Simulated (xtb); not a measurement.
F6Ta (SMILES [F][Ta-]([F])([F])([F])([F])[F]), charge -1, singlet, geometry from GFN2-xTB (such geometries of metal compounds can be far from the true shape), atoms displaced at random by about 0.05 Å a coordinate; GFN1-xTB run with xtb.

Here is a job for xtb.
```
$ xtb mol.xyz --gfn 1 --chrg -1 --opt --input xcontrol --json

# file mol.xyz
7

Ta     0.05493591     0.03177223     0.05195645
F      1.16908512    -0.47722914    -1.31153729
F     -1.02160161     0.50293477     1.29804629
F     -1.16234294     0.79896164    -1.23964020
F     -0.90017987    -1.70741762    -0.12762895
F      0.89846557     1.58347351     0.20653725
F      1.14286102    -0.78428266     1.15081451

# file xcontrol
$opt
  engine=inertial
$end
```

Problem. What does xtb print? Leave out banner, timings and long lists.

Solution. 
```
   ID    Z sym.   atoms
    1   73 Ta     1
    2    9 F      2-7

           -------------------------------------------------
          |                Calculation Setup                |
           -------------------------------------------------

           -------------------------------------------------
          |                 G F N 1 - x T B                 |
           -------------------------------------------------

          ...................................................
          :                      SETUP                      :
          :.................................................:
          :  # basis functions                  34          :
          :  # atomic orbitals                  33          :
          :  # shells                           15          :
          :  # electrons                        48          :
          :  # halogen bonds                     0          :
          :  max. iterations                   250          :
          :  Hamiltonian                  GFN1-xTB          :
          :  restarted?                      false          :
          :  GBSA solvation                  false          :
          :  PC potential                    false          :
          :  electronic temp.          300.0000000     K    :
          :  accuracy                    1.0000000          :
          :  -> integral cutoff          0.2500000E+02      :
          :  -> integral neglect         0.1000000E-07      :
          :  -> SCF convergence          0.1000000E-05 Eh   :
          :  -> wf. convergence          0.2000000E-04 e    :
          :  Broyden damping             0.4000000          :
          :  net charge                         -1          :
          :  unpaired electrons                  0          :
          ...................................................

 iter      E             dE          RMSdq      gap      omega  full diag
   1    -33.4394888 -0.334395E+02  0.713E+00    6.39       0.0  T
   2    -33.4529011 -0.134123E-01  0.391E+00    5.70       1.0  T
   3    -33.4540370 -0.113588E-02  0.781E-01    5.08       1.0  T
   4    -33.4543957 -0.358701E-03  0.199E-01    5.39       1.0  T
   5    -33.4544794 -0.837299E-04  0.184E-02    5.29       2.1  T
   6    -33.4544800 -0.613347E-06  0.380E-03    5.30       9.9  T
   7    -33.4544800 -0.649216E-08  0.767E-04    5.30      49.3  T
   8    -33.4544800 -0.119446E-08  0.627E-05    5.30     602.4  T
[...]
 * total energy  :   -33.4245991 Eh     change    :  -0.6660074E-05 Eh
 * total energy  :   -33.4246053 Eh     change    :  -0.6200872E-05 Eh
 * total energy  :   -33.4246089 Eh     change    :  -0.3609538E-05 Eh
 * total energy  :   -33.4246122 Eh     change    :  -0.3243616E-05 Eh
 * total energy  :   -33.4246152 Eh     change    :  -0.3058658E-05 Eh
 * total energy  :   -33.4246183 Eh     change    :  -0.3018449E-05 Eh
 * total energy  :   -33.4246213 Eh     change    :  -0.3054117E-05 Eh
 * total energy  :   -33.4246247 Eh     change    :  -0.3401507E-05 Eh
 * total energy  :   -33.4246284 Eh     change    :  -0.3666102E-05 Eh
 * total energy  :   -33.4246321 Eh     change    :  -0.3710793E-05 Eh
 * total energy  :   -33.4246355 Eh     change    :  -0.3398485E-05 Eh
 * total energy  :   -33.4246382 Eh     change    :  -0.2706868E-05 Eh
   *** GEOMETRY OPTIMIZATION CONVERGED AFTER 52 CYCLES ***
         :: total energy             -33.424638188412 Eh    ::
[...]
        27                         -0.0657327              -1.7887
        28                          0.2373446               6.4585
        29                          0.2383108               6.4848
        30                          0.4986703              13.5695
        31                          0.5577455              15.1770
        32                          0.5585139              15.1979
        33                          0.5594169              15.2225
      -------------------------------------------------------------
                  HL-Gap            0.2139980 Eh            5.8232 eV
             Fermi-level           -0.1730502 Eh           -4.7089 eV

  Mulliken/CM5 charges         n(s)   n(p)   n(d)
     1Ta    2.23139  3.10255   0.511  0.653  1.604
     2F    -0.53838 -0.68386   1.817  5.721  0.000
     3F    -0.53842 -0.68382   1.817  5.721  0.000
     4F    -0.53856 -0.68377   1.817  5.721  0.000
     5F    -0.53875 -0.68370   1.817  5.722  0.000
     6F    -0.53869 -0.68367   1.817  5.722  0.000
     7F    -0.53859 -0.68373   1.817  5.721  0.000

Wiberg/Mayer (AO) data.
largest (>0.10) Wiberg bond orders for each atom

 ---------------------------------------------------------------------------
     #   Z sym  total        # sym  WBO       # sym  WBO       # sym  WBO
 ---------------------------------------------------------------------------
     1  73 Ta   4.617 --     2 F    0.770     3 F    0.770     4 F    0.770
                             7 F    0.770     6 F    0.769     5 F    0.769
     2   9 F    0.856 --     1 Ta   0.770
     3   9 F    0.856 --     1 Ta   0.770
     4   9 F    0.855 --     1 Ta   0.770
     5   9 F    0.855 --     1 Ta   0.769
     6   9 F    0.855 --     1 Ta   0.769
     7   9 F    0.855 --     1 Ta   0.770
 ---------------------------------------------------------------------------

Topologies differ in total number of bonds
Writing topology from bond orders to xtbtopo.mol

 dipole moment from electron density (au)
     X       Y       Z
  -0.0497   0.0132  -0.0095  total (Debye):    0.133

optimized geometry written to: xtbopt.xyz

           -------------------------------------------------
          | TOTAL ENERGY              -33.424638188412 Eh   |
          | GRADIENT NORM               0.000984397724 Eh/α |
          | HOMO-LUMO GAP               5.823181428912 eV   |
           -------------------------------------------------

normal termination of xtb
```
